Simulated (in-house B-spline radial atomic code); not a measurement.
Configurations of Ti VII (Ti6+), with energies counted from [Ne] 3s2 3p4. Method: scalar-relativistic (X2C) r2SCAN0, spin-polarised, spherical fractional occupations, exact exchange averaged over the configuration, Fermi nucleus of rms radius 3.5921 fm. Calculated with a B-spline radial code for spherical atoms. Shells without spins written out take the highest spin.

```
   configuration  E - E(ref) (eV)  highest orbital  its <r> (bohr)
[Ne] 3s2 3p3 4s1           68.008            4s up            2.03
[Ne] 3s2 3p3 4p1           76.463            4p up           2.167
[Ne] 3s1 3p4 4s1           94.112            4s up           2.029
[Ne] 3s2 3p3 4f1           96.595            4f up           2.364
```

(1) Order these further configurations by energy, lowest first.
A. [Ne] 3s2 3p3 3d1
B. [Ne] 3s1 3p4 4d1
C. [Ne] 3s1 3p4 3d1
D. [Ne] 3s1 3p5

Answers

(1) D (26.794 eV), A (32.559 eV), C (58.374 eV), B (114.82 eV).
